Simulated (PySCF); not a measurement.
C₄H₁₁N₂Si (doublet state).
Cartesian coordinates in Å at the GFN2-xTB level; atoms count from 1:
```xyz
18
C4H11N2Si angstrom
C      2.2044    1.3347    1.1550
C      1.9299    0.0269    0.8701
C      0.7725   -0.4893    0.2883
C      0.6165   -1.9498    0.0334
N     -0.2666    0.3195   -0.0887
Si    -1.8354   -0.0823   -0.6904
N     -2.4971    1.4842   -0.9751
H      1.5190    2.1383    0.9449
H      3.1355    1.6130    1.6115
H      2.6889   -0.7023    1.1227
H      0.5990   -2.1546   -1.0386
H     -0.3250   -2.3097    0.4494
H      1.4365   -2.5069    0.4785
H     -0.1084    1.2871    0.1530
H     -1.6868   -0.9570   -1.8631
H     -2.7219   -0.6990    0.3022
H     -3.4783    1.5369   -1.1893
H     -1.9915    2.1168   -1.5754
```

The hyperfine couplings belong to this conformer and change with its torsions.

As a line formula: `C=C[C](C)N[SiH2]N` [radical].

Method: UKS B3LYP, pcH-1 on C H N Si, non-relativistic, mean-field spin-orbit, GIAO in PySCF. Isolated species at its GFN2-xTB geometry (one conformer only). The geometry wasn't refined by DFT: couplings that depend on bond lengths, twists or pyramidal angles can differ widely from those at the functional's own minimum. The SCF solution wasn't tested for stability.

The Mulliken spin populations are largest on C1 (+0.62), C3 (+0.50), C2 (-0.19) and N5 (+0.09). The positive populations add up to 1.29 and the negative ones to -0.29, together 2S = 1. The angles at C1 add up to 360.0°, so it is planar.

(1) McConnell's relation a(H) = Q·ρ ties the coupling of a proton on a planar π carbon to the spin population of that carbon. What Q do the computed values give?

(2) List the C–H protons on four-coordinate carbons next to a three-coordinate spin centre, with their couplings and θ (C–H bond against the normal to the plane of the centre's neighbours, projected along the bond that joins the two).

(3) What would the freely rotating methyl group on C4 show?

Answers

(1) 
```json
{"H": "H8", "C": "C1", "ρ(C)": "+0.616", "a(H) (G)": "-12.58", "a/ρ (G)": "-20.4"}
{"H": "H9", "C": "C1", "ρ(C)": "+0.616", "a(H) (G)": "-13.36", "a/ρ (G)": "-21.7"}
{"H": "H10", "C": "C2", "ρ(C)": "-0.194", "a(H) (G)": "+2.52", "a/ρ (G)": "-13.0"}
```

A least-squares line through the origin gives Q = -20.7 G with Mulliken populations. In McConnell's picture π spin on carbon polarises the C–H bond and leaves opposite spin at the proton, which makes Q negative, as found here. Where ρ is negative the coupling is positive.

(2) 
```tsv
β H	on	centre	θ (°)	cos²θ	a (G)
H11	C4	C3	23	0.85	+24.11
H12	C4	C3	38	0.62	+16.67
H13	C4	C3	83	0.02	+1.10
```

Fitting the Heller–McConnell form a = ρ(B0 + B2 cos²θ), with Mulliken ρ = 0.50, gives B0 = 0.9 G and B2 = 54.3 G, with a largest miss of 0.7 G. By this fit the coupling would be 27.8 G at θ = 0° and 0.5 G at 90°.

(3) Three equal couplings, a 1:3:3:1 quartet. The mean of the three values of this geometry estimates the splitting: 14.0 G, or 39.1 MHz (three bonds 120° apart have a mean cos²θ of 1/2 at any torsion).

Couplings in gauss use g_iso = 2.0027.

The SMILES draws the unpaired electron on C3; the largest computed Mulliken spin population is on C1 (0.62 against 0.50).
